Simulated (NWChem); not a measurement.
# boron monoxide dimer (B2O2); SMILES O=BB=O

```xyz
4

O      0.0000     0.0000    -2.0254
B      0.0000     0.0000    -0.8262
B      0.0000     0.0000     0.8262
O      0.0000     0.0000     2.0254
```
Atoms are numbered in this order, from 1.

All runs: NWChem. Pople sets run with spherical d functions. Geometry: optimised at PBE0/def2-SVP. B3LYP is NWChem's, with the RPA form of VWN correlation. Total energies compare along this basis series because the functional is fixed.

| level | basis functions | energy (Ha) | highest occupied level (eV) | orbital gap (eV) |
|---|---|---|---|---|
| B3LYP/STO-3G | 20 | -197.5395 | -7.70 | 9.44 |
| B3LYP/3-21G | 36 | -199.1434 | -10.59 | 8.57 |
| B3LYP/6-31G* | 56 | -200.2354 | (withheld) | 8.15 |
| B3LYP/6-31+G* | 72 | -200.2472 | -10.70 | 8.06 |
| B3LYP/def2-SVP | 56 | -200.0939 | -10.60 | 8.18 |
| B3LYP/def2-SVPD | 86 | -200.1042 | -10.79 | 8.05 |
| B3LYP/def2-TZVP | 124 | -200.3258 | -10.70 | 8.03 |
| B3LYP/6-311++G** | 88 | -200.3043 | -10.75 | 8.03 |
| B3LYP/aug-cc-pVTZ | 184 | -200.3197 | -10.71 | 8.01 |

Complete the blanks.


- B3LYP/6-31G*, highest occupied level (eV): -10.35
